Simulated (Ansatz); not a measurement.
Reaction (redistribution): `B[SiH2][InH2]` + `NC(O)O[SiH3]` → `B[SiH2]C(N)O` + `[SiH3][O][InH2]`

Calculated with Ansatz (gas phase, PBE0-D4/def2-TZVP geometries, no zero-point term in ΔE). CCSD(T)/CBS is the MP2 limit (def2-TZVPP, def2-QZVPP) plus CCSD(T) − MP2 in def2-TZVPP, frozen cores. Functionals use def2-TZVPP. Elements past krypton have def2 core potentials. For In outer-core shells are correlated without core-valence functions, which leaves a few kJ/mol of doubt a bond. Each species was taken in one conformer, which may not be the lowest.

| species | PBE-D4 energy (Eh) |
| --- | --- |
| `B[SiH2][InH2]` | -507.84367 |
| `NC(O)O[SiH3]` | -536.73245 |
| `B[SiH2]C(N)O` | -486.87102 |
| `[SiH3][O][InH2]` | -557.69134 |

Q: Work out ΔE.

A: ΔE = (-486.87102) + (-557.69134) − (-507.84367) − (-536.73245) = 0.01376 Eh = +36.1 kJ/mol. CCSD(T)/CBS gives +6.3 kJ/mol.

Largest T1 diagnostic among the species: 0.015.

From PBE to PBE0 (25 % exact exchange), in def2-TZVPP and without D4, ΔE moves by −3.9 kJ/mol. In def2-TZVPP, CCSD(T) changes the Hartree–Fock value by +47.3 kJ/mol (the triples alone add +8.1 kJ/mol) and MP2 by +49.4 kJ/mol.
